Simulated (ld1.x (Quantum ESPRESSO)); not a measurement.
## Mn (Z = 25) PAW: all-electron and pseudo phase curves

| Quantity | Value |
| --- | --- |
| Element | manganese (Mn) |
| Generator | ld1.x (Quantum ESPRESSO) 7.5 |
| Type | PAW |
| Functional | PBEsol |
| Relativity | scalar-relativistic |
| Frozen core | [Ne] 3s2 |
| Valence charge | 13 |
| Reference configuration | 3p6 3d5.5 4s1.5 4p0 |
| Partial waves | 4s (bound): rcut 2.10, rcutus 2.30 bohr; 4s channel at 0.05 Ry: rcut 2.10, rcutus 2.30 bohr; 3p (bound): rcut 1.60, rcutus 1.75 bohr; 4p (bound, empty): rcut 1.60, rcutus 1.75 bohr; 3d (bound): rcut 1.65, rcutus 1.85 bohr; 3d channel at 4.05 Ry: rcut 1.65, rcutus 1.85 bohr |
| Local potential | all-electron potential smoothed inside 1.55 bohr (lloc = -1) |
| Core correction | a·sin(br)/r model core inside 1.80 bohr |
| Augmentation charge | PSQ, inside the norm-conserving radii |

The phase is arctan(r·u′/u) with u = r·R(r), unwrapped; energies in Ry, scanned from -6 to 5 Ry. A pole is an energy at which the radial function vanishes at the test radius. The pseudo phase is shifted by a multiple of π to meet the all-electron one at the reference energy, and phase errors are pseudo minus all-electron; the curves can meet again beyond the range given. Levels narrower than the energy grid can be missing from the lists of poles. Where the grid stepped over a known ghost or core level, its pole and its step of π were put in at the level’s energy.

For each channel, where are the poles, and over which energies does the pseudopotential scatter like the atom?

| channel | radius (bohr) | reference energy (Ry) | poles, all-electron | poles, pseudo | unbroken range about the reference energy with phases within 0.05 rad | phase error 1 Ry above the reference energy (rad) |
| --- | --- | --- | --- | --- | --- | --- |
| s | 2.49 | -0.34 | 2.18 | -1.02, 2.18 | above -1.0 | -0.000 |
| p | 2.49 | -0.08 | -3.81, 3.21 | -3.81, 2.90 | below 3.5 | -0.012 |
| d | 2.49 | -0.36 | -0.15, 4.90 | -0.15, 4.89 | the whole range | -0.001 |

Note: ghost state, extra bound levels that the all-electron valence spectrum of the same l lacks: s at -13.9 eV. A true bound ghost makes a file unfit for plane-wave use.

Phases in the d channel:

| E (Ry) | all-electron | pseudo |
| --- | --- | --- |
| -6.00 | 1.409 | 1.409 |
| -5.48 | 1.402 | 1.402 |
| -4.96 | 1.394 | 1.394 |
| -4.44 | 1.384 | 1.384 |
| -3.92 | 1.372 | 1.372 |
| -3.40 | 1.358 | 1.358 |
| -2.88 | 1.340 | 1.340 |
| -2.36 | 1.316 | 1.316 |
| -1.84 | 1.281 | 1.281 |
| -1.32 | 1.218 | 1.218 |
| -0.80 | 1.033 | 1.033 |
| -0.28 | -1.346 | -1.346 |
| 0.24 | -1.796 | -1.796 |
| 0.76 | -1.958 | -1.959 |
| 1.28 | -2.194 | -2.197 |
| 1.80 | -2.785 | -2.795 |
| 2.32 | -3.823 | -3.830 |
| 2.84 | -4.312 | -4.314 |
| 3.36 | -4.503 | -4.503 |
| 3.88 | -4.602 | -4.602 |
| 4.40 | -4.666 | -4.666 |
| 4.92 | -4.714 | -4.715 |
